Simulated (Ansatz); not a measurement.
CH$_{6}$OSiTe (SMILES CO[Te][SiH3]), singlet, geometry from GFN2-xTB (core potentials on Te); Ansatz (a program for electronic structure) with PBE0/def2-TZVP.

Input for Ansatz:
Ansatz 0.2 input:
```yaml
crystal:
  periodic: [false, false, false]
  atoms:
    - {symbol: Te, position_ang: [0.13045411, 0.02093809, 0.69433578]}
    - {symbol: O, position_ang: [1.31774442, 0.54285902, -0.85260293]}
    - {symbol: C, position_ang: [1.79483282, -0.45967329, -1.69213817]}
    - {symbol: H, position_ang: [0.98467038, -1.00151884, -2.19100377]}
    - {symbol: H, position_ang: [2.40050960, 0.03879501, -2.45169948]}
    - {symbol: H, position_ang: [2.42421815, -1.17965838, -1.16173757]}
    - {symbol: Si, position_ang: [-1.92037769, -0.02566396, -0.73837504]}
    - {symbol: H, position_ang: [-1.80165390, -1.01294940, -1.81490542]}
    - {symbol: H, position_ang: [-2.22457492, 1.27149964, -1.33981713]}
    - {symbol: H, position_ang: [-2.99244753, -0.43048609, 0.16460604]}
basis:
  gaussian:
    orbitals: def2-TZVP
hamiltonian:
  xc: pbe0
```

It wrote (shortened):

```
Functional definition: PBE0
1301 factors; their error is unknown
mean field evaluation 1: about -18341.3694 eV, gradient 5.2e1 eV
mean field evaluation 2: about -18319.3621 eV, gradient 1.1e2 eV
mean field evaluation 4: about -18347.0401 eV, gradient 6.9e0 eV
mean field evaluation 8: about -18347.1205 eV, gradient 1.3e-1 eV
mean field evaluation 16: about -18347.2946 eV, gradient 6.7e-4 eV
mean field -18347.29456008 eV, -674.2506388401 hartree, gradient 5.5e-5 eV, S^2 0.000000; 0 other end points of the search recorded, 0 dependent functions left out
reference -18347.29459485 eV, -674.2506401176 hartree; 29, 29 occupied and 156, 156 virtual orbitals, 1301 factors
Total energy: -18347.29459485 eV, -674.2506401176 hartree
```
